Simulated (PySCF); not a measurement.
**Static response to an electric field**

Species: C2H6F2OSi3.
Geometry (GFN2-xTB, Å), atoms numbered from 1 in this order:
```
atom  x, y, z in Å
C1     2.913   -0.558    0.318
C2     1.610   -0.781    0.290
F3     1.159   -2.036    0.571
Si4    0.222    0.447   -0.100
F5     1.095    1.808   -0.376
Si6   -1.726    0.650    1.195
O7    -2.504    0.258   -0.221
Si8   -1.557   -0.021   -1.559
H9     3.288    0.424    0.100
H10    3.627   -1.330    0.555
H11   -2.236    1.959    1.595
H12   -2.083   -0.376    2.169
H13   -1.981    0.943   -2.571
H14   -1.827   -1.390   -1.988
```

Level: B3LYP/def2-SVPD (PySCF), static field, nuclei fixed, core orbitals frozen in the response. The polarisability tensor in these axes (au):

```
x   133.00  -6.70   3.52
y    -6.70  90.58   2.76
z     3.52   2.76 103.26
```

Problem. Give the principal values, the mean and the anisotropy Δα = √{½[(α1 − α2)² + (α2 − α3)² + (α1 − α3)²]}.

Solution. Principal values 88.80, 103.70 and 134.34 au; mean 108.95 au = 16.14 Å³ = 17.96 × 10⁻⁴⁰ C²·m²/J; Δα = 40.22 au (37 % of the mean).

Problem. What is the dipole moment, and where does it point?

Solution. (0.86, 0.11, 0.02) D, 0.87 D in size, pointing from the negative to the positive side. Measured along this direction, the outermost atoms are O7 at the negative end and H10 at the positive end.

Problem. Refractivity n − 1 of an ideal gas of it at 350 K and 1 atm, from the electronic α?

Solution. N = p/kT = 2.0968 × 10¹⁹ cm⁻³, so n − 1 = 2π × N × 16.14 × 10⁻²⁴ cm³ = 2127 × 10⁻⁶ at long wavelengths, for an ideal gas.

Problem. Sum over states: ᾱ = Σ f/ω², ω in Eh. What share falls to these 8 lowest TDDFT singlets (eV, f)? 4.72, 0.0093; 5.21, 0.0772; 5.50, 0.0165; 5.56, 0.0052; 5.79, 0.2045; 5.85, 0.1231; 5.96, 0.0782; 6.03, 0.0038.

Solution. They add up to 11.83 au, 10.9 % of the 108.95 au; the largest single term is 4.52 au, from the state at 5.79 eV. Terms in order: 0.31, 2.11, 0.40, 0.12, 4.52, 2.66, 1.63, 0.08 au. Higher excitations give the rest. The strengths listed sum to 0.518.

Problem. Along which axes do the principal values lie, and how far do the nuclei extend along each?

Solution. Largest value along (0.98, -0.14, 0.10), where the nuclei span 6.34 Å; middle along (-0.06, 0.24, 0.97), 4.30 Å; least along (0.16, 0.96, -0.22), 3.90 Å. The response follows the extents in order.

Problem. Give the eigenvalues of the traceless quadrupole moment Θ = ½Σq(3rr − r²1), origin at the centre of nuclear charge.

Solution. -8.09, 1.81, 6.28 D·Å. The values depend on the origin, since the dipole doesn't vanish. The electronic extent ⟨r²⟩ about the same centre is 1657 bohr², a root-mean-square distance of 2.32 Å for the 86 electrons.

The structure is a single GFN2-xTB conformer in the gas phase; no vibrational or solvent corrections.
